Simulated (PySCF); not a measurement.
**How methods differ on the ionisation energy of Au⁶⁴⁺**

Au⁶⁴⁺ [Ne] 3s2 3p3 (4S) → Au⁶⁵⁺ [Ne] 3s2 3p2 (3P), as a difference of total energies. Calculation: PySCF 2.14, in an uncontracted even-tempered set (17 s from 19 bohr⁻², ratio 2.5; 12 p from 25 bohr⁻², ratio 2.5; 4 d from 95 bohr⁻², ratio 2.7; 4 f from 140 bohr⁻², ratio 2.7); scalar relativity by spin-free X2C-1e. Correlated levels: outer shells: 1s2 frozen; virtual orbitals above 40 to 60 times the deepest correlated orbital energy dropped. The calculations carry no spin-orbit coupling.

```csv
method,ionisation energy (eV)
UHF,7304.2
LDA,7303.4
PBE,7304.7
PBE0,7304.9
r2SCAN,7306.4
M06-L,7305.3
M06,7305.5
MP2 (outer shells),7304.9
SCS-MP2 (outer shells),7304.6
```

Spin-orbit coupling is strong in these open shells (close to jj coupling). The scalar numbers leave it out and a first-order estimate fails, so it can dominate the gap to the real levels.

The ground level that NIST lists for one species does not belong to the high-spin term computed here, so part of any gap is the choice of state.

Breit and QED terms and the two-electron picture change are absent.

For comparison: 7130 ± 24 eV (theoretical estimate listed by NIST; NIST Atomic Spectra Database, ionization energies).
